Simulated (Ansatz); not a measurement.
`N[SiH]1N=C1Cl`. The species carries charge 0 and has multiplicity 1.

Z-matrix (Å, degrees):
```
Si
N 1 1.775
C 1 1.766 2 42.3
N 1 1.683 2 121.5 3 -108.7
H 1 1.472 2 120.2 3 108.2
Cl 3 1.726 1 162.8 2 -171.9
H 4 1.006 1 124.1 2 34.8
H 4 1.005 1 122.3 2 -143.4
```

Q: What are the harmonic wavenumbers in cm⁻¹ at PBE0-D4/def2-TZVP (Ansatz, finite differences of forces, unscaled)? (Estimate.)

A: Computed: 126, 205, 273, 285, 347, 404, 459, 636, 706, 760, 904, 932, 1125, 1572, 1578, 2296, 3627, 3729.

Q: Is this a minimum?

A: Yes, all 18 modes are real.

Q: Give the ideal-gas thermochemistry at 298.15 K and 1 bar (rigid rotor, harmonic oscillator; point group C1, symmetry number 1).

A: Zero-point energy 119.4 kJ/mol; H(298) − E = 138.6 kJ/mol; entropy 331.7 J/(mol·K), of which translation 167.1, rotation 113.0, vibration 51.6; G(298) − E = 39.7 kJ/mol.

Q: And at 400, 500, 600, 800 and 1000 K?

A: 
| T (K) | H − E (kJ/mol) | S (J/mol/K) | G − E (kJ/mol) |
| --- | --- | --- | --- |
| 400 | 149.3 | 362.6 | 4.3 |
| 500 | 161.2 | 388.9 | -33.3 |
| 600 | 173.9 | 412.1 | -73.4 |
| 800 | 201.4 | 451.7 | -159.9 |
| 1000 | 231.0 | 484.6 | -253.6 |
